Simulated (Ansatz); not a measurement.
Program: Ansatz. Geometries: PBE0-D4/def2-TZVP. ΔE: electronic, gas phase. CCSD(T)/CBS is the MP2 limit (def2-TZVPP, def2-QZVPP) plus CCSD(T) − MP2 in def2-TZVPP, frozen cores. Functionals use def2-TZVPP. Each species was taken in one conformer, which may not be the lowest.

`NC[SiH2]Cl` + `[CH3][AlH][BH]N` → `[CH3][AlH][SiH2]Cl` + `NBCN`  (redistribution)

```csv
level,ΔE (kcal/mol)
r2SCAN-D4,-8.9
CCSD(T)/def2-SVP,-7.7
```

What does CCSD(T)/CBS give? (An estimate is asked.)

Computed: -8.0 kcal/mol. The listed levels differ from it by -0.9, 0.3 kcal/mol.

What do rigid-rotor, harmonic-oscillator terms from PBE0-D4/def2-TZVP frequencies (298.15 K, 1 bar) make of the CCSD(T)/CBS value? (Estimate.)

The calculation gave: ΔZPE = -0.1 kcal/mol, ΔH = -7.9 kcal/mol, ΔS = 21 J/(mol·K), ΔG = -9.4 kcal/mol. Modes under 50 cm⁻¹ make the entropy rough.

Largest T1 diagnostic among the species: 0.012.

In def2-TZVPP, CCSD(T) changes the Hartree–Fock value by +1.7 kcal/mol (the triples alone add +0.4 kcal/mol) and MP2 by +2.2 kcal/mol. Leaving LDA and LC-ωPBE aside and taking each functional with its dispersion term where it has one, the values, not all of them listed here, spread over 2.1 kcal/mol, from B97M-V to ωB97M-V.
